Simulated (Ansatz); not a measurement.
Species: sum formula GaOH (charge +1, doublet). 
Coordinates optimised at B3LYP-D3(BJ)/def2-TZVP (Ansatz, a quantum-chemistry and plane-wave program):
```xyz
3

Ga    -0.3029    -0.1467    -0.2438
O      1.0432     0.4006     0.8114
H      1.0455     1.3436     1.0675
```
Charge +1, spin multiplicity 2.

Parts of the frozen-core correlation energy in cc-pVDZ (Ansatz, hartree). Frozen orbitals: 15; correlated occupied orbitals by spin: 5 and 4; virtual: 26 and 27. Open shells are spin-unrestricted. Spin-orbit coupling is left out. No relativistic terms.

```
term                             value
-------------------------  -----------
reference (HF)             -1998.38766
MP2 opposite-spin           (withheld)
MP2 same-spin               (withheld)
CCSD correlation            (withheld)
(T)                           -0.00643
CCSDT minus CCSD(T)           -0.00079
CCSDT(Q) minus CCSD(T)        -0.00180
T1 diagnostic                    0.029
largest doubles amplitude        0.051
<S^2> of the reference           0.792
```

Some entries are withheld; supply them.


- MP2 opposite-spin, value: -0.16089
- MP2 same-spin, value: -0.05753
- CCSD correlation, value: -0.22894
